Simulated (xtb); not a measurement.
Mo(CO)6 (C6MoO6), SMILES [O+]#[C-]->[Mo](<-[C-]#[O+])(<-[C-]#[O+])(<-[C-]#[O+])(<-[C-]#[O+])<-[C-]#[O+], multiplicity 1. All values are semi-empirical tight-binding results from xtb (GFN2-xTB unless named), good for trends rather than for accurate numbers. Geometry optimised at GFN2-xTB. The multiplicity is an assumed one; other spin states were not compared. The isomer is the one that the SMILES or the coordinates give; other isomers of the formula were not compared.

For metal compounds this method's bond lengths and energies can be far off.

Question: Estimate the properties. (An estimate is asked for; the answer gives what the named calculation found.)

Answer: 
```json
{
 "point_group_as_xtb_finds_it": "Oh",
 "orbital_gap": "3.05 eV",
 "zero_point_energy": "30.5 kcal/mol",
 "G − E(el) at 298.15 K (modified RRHO)": "4.7 kcal/mol"
}
```
